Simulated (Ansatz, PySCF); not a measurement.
HgI, SMILES [Hg+][I], charge +1. Atoms are numbered in the order given.

```xyz
2

Hg     0.0000     0.0000    -1.0408
I      0.0000     0.0000     1.5575
```
Charge +1, spin multiplicity 1.

Geometry: B3LYP-D3(BJ)/def2-TZVP. The multiplicity is an assumed one; other spin states were not compared. The def2 effective core potentials stand for the cores of Hg, I; spin–orbit coupling is left out.

Two levels are set side by side: PBE-D3(BJ)/def2-TZVP (Ansatz, an electronic-structure program) and B3LYP-D3(BJ)/def2-TZVP (Ansatz). Each level has its own optimised geometry; the coordinates shown are those of the second. Frequencies come from the Hessian of PySCF at each geometry. Differences are taken from unrounded values.

| quantity | B3LYP-D3(BJ) | PBE-D3(BJ) | PBE-D3(BJ) minus B3LYP-D3(BJ) |
|---|---|---|---|
| bond Hg1–I2 (Å) | 2.598 | 2.583 | -0.015 |
| highest harmonic wavenumber (cm⁻¹) | 179 | 181 | 2 |
| mean harmonic wavenumber (cm⁻¹) | 179 | 181 | 2 |
| zero-point energy (kcal/mol) | 0.26 | 0.26 | 0.00 |

Here PBE gives about what the other level gives.
